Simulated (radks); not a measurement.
Species: Pb I. Configuration: [Hg] 6p(up 1.5, down 0.5) (fractional occupations, a model configuration). Method: scalar-relativistic Kohn-Sham, SCAN, spin-polarised, spherical densities, finite nucleus; meta-GGA in the generalised Kohn-Sham scheme; Fermi nuclear charge, rms radius 5.5012 fm; computed with a radial shooting solver on a logarithmic mesh with Libxc functionals.

Radial electron density D(r) = 4 pi r^2 rho(r):

```
   r/bohr * D(r) (the largest magnitude, 152, reaches the edge; | marks zero)
 0.001328 |      *
 0.001814 |         *
 0.002478 |              *
 0.003386 |                    *
 0.004625 |                            *
 0.006319 |                                   *
 0.008633 |                                        *
  0.01179 |                                        *
  0.01611 |                                     *
  0.02201 |                                    *
  0.03007 |                                          *
  0.04108 |                                                     *
  0.05612 |                                                      *
  0.07667 |                                             *
   0.1047 |                                              *
   0.1431 |                                                    *
   0.1955 |                                     *
   0.2671 |                             *
   0.3649 |                                  *
   0.4985 |                      *
    0.681 |          *
   0.9303 |        *
    1.271 |    *
    1.736 | *
    2.372 |*
    3.241 *
    4.427 *
    6.048 *
    8.263 *
    11.29 *
```

D(r) has 4 maxima, at r = 0.0105, 0.0494, 0.137, 0.353 bohr, and minima at 0.0206, 0.0885, 0.251 bohr, inside which lie 1.88, 11.01, 30.04 electrons.
